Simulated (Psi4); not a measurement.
Pair of molecules, SMILES CO with SMILES [GeH4] (the first has 6 atoms); geometry from B3LYP-D3(BJ)/def2-TZVP.
(charge 0, multiplicity 1):
```xyz
11

C     -0.4500     0.1717     0.4887
O      0.7908     0.2818     1.1747
H     -1.2532     0.7080     1.0051
H     -0.7026    -0.8870     0.4658
H     -0.3814     0.5359    -0.5415
H      1.0421     1.2101     1.2146
Ge     0.0138    -0.1018     4.2512
H     -0.5302    -1.2962     3.4585
H     -0.5792     1.2060     3.7030
H      1.5447    -0.0566     4.1873
H     -0.4202    -0.2431     5.7238
```

The numbers are results of SAPT0/aug-cc-pVDZ (Psi4 1.11), not measurements.

Problem. Give the four SAPT terms and the total, and say what mostly holds the pair together.

Solution. electrostatics -13.0, exchange 17.3, induction -3.0, dispersion -10.7, total -9.5 kJ/mol; the largest attraction is electrostatics.
